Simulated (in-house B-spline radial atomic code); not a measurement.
# Dy⁶⁺: [Kr] (4d3/2)3 (4d5/2)6 (4f5/2)6 (4f7/2)3 5s2 (5p1/2)2 (5p3/2)2 (an excited or competing configuration)

Computed with a B-spline radial code for spherical atoms: Dirac-Hartree-Fock, average of the jj configuration, Fermi nucleus of rms radius 5.2218 fm.

Effective charges: Z_r = [3n² - l(l+1)]/(2<r>) from the radius, Z_e = n√(-2ε) from the energy, and Slater's rules. Values are occupation-weighted means over j. An effective charge above Z reflects the relativistic contraction of the inner shells.

| shell | electrons | ε (eV) | <r> (bohr) | Z_r | Z_e | Slater |
| --- | --- | --- | --- | --- | --- | --- |
| 1s | 2 | -54207 | 0.02111 | 71.04 | 63.12 | 65.70 |
| 2s | 2 | -9229.8 | 0.08914 | 67.31 | 52.09 | 61.85 |
| 2p | 6 | -8226.7 | 0.07913 | 63.19 | 49.18 | 61.85 |
| 3s | 2 | -2180.7 | 0.2333 | 57.87 | 37.98 | 54.75 |
| 3p | 6 | -1863.3 | 0.2321 | 53.86 | 35.11 | 54.75 |
| 3d | 10 | -1438.8 | 0.2119 | 49.55 | 30.85 | 44.85 |
| 4s | 2 | -529.34 | 0.5283 | 45.43 | 24.95 | 38.25 |
| 4p | 6 | -420.65 | 0.5583 | 41.20 | 22.24 | 38.25 |
| 4d | 9 | -267.13 | 0.6045 | 34.74 | 17.72 | 27.20 |
| 5s | 2 | -136.86 | 1.228 | 30.53 | 15.86 | 14.15 |
| 5p | 4 | -108.35 | 1.361 | 26.83 | 14.11 | 14.15 |
| 4f | 9 | -102.89 | 0.7245 | 24.84 | 11.00 | 18.20 |

The least bound orbital is 4f7/2 at -102.1 eV, while the most diffuse is 5p3/2 (<r> = 1.394 bohr against 0.7274 bohr): energy order and size order differ. The part-filled 4d shell lies below the filled 5s shell in orbital energy.

For the 1s electron the small component carries 6.07 % of the norm, the zero-frequency Breit interaction raises the level by 166.9 eV, self-energy by 100.7 eV, and vacuum polarisation lowers it by 16.91 eV.
